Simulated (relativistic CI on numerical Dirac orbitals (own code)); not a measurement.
What each ingredient does to the levels of Tm35+

Base calculation: Dirac-Coulomb-Breit CI, orbitals from a KLI potential per configuration, model QED, unscaled Slater integrals.

CI space (outside the closed core [Ar] 3d10): 4s2 4p4, 4s 4p5, 4s2 4p3 4d, 4p6, 4s 4p4 4d, 4s2 4p3 4f, 4s 4p4 4f, 4p5 4d, 4s 4p3 4d2, 4s2 4p2 4d 4f, 4p5 4f, 4p4 4d2, 4p3 4d3, 4p3 4d2 4f. Double excitations out of closed p, d and f shells are left out; levels of such configurations are missing from the list, as are those of other unlisted configurations, and high levels can miss mixing partners.

Variants: (1) one mean potential for all configurations. Shifts of the energy above 4s2 4p4 3P_2, in cm⁻¹, for the lowest level and the first level of each name with at least 55 % of one term (blank where a level changes its place among those of its configuration and J or its character, or is not in the variant):

```tsv
Level	Base	Δ(1)
4s2 4p4 3P_2	0	0
4s2 4p4 1S_0	73788	-19
4s2 4p4 3P_1	502956	+26
4s2 4p4 1D_2	537605	+21
4s2 4p4 3P_0	1072077	+39
4s2 4p3 4d 3P°_0	1099217	+41
4s2 4p3 4d 3G°_5	1719783	+20
4s 4p4 4d 5F_5	2359949	+183
4s 4p4 4d 3P_0	2375560	+251
4s 4p4 4d 3D_1	2380994	+176
```

At this charge energies of transitions that change n are usually good to better than 1 %, and those within a shell (Δn = 0) to a few per cent.

Ionisation energy from the two ground configurations alone: base 1542.04 eV. The NIST ASD value (theoretical) is 1542 eV.

LS names give the leading component of a level, which can be under half, so a name can repeat, a term be missing and a line seem to break the LS rules.
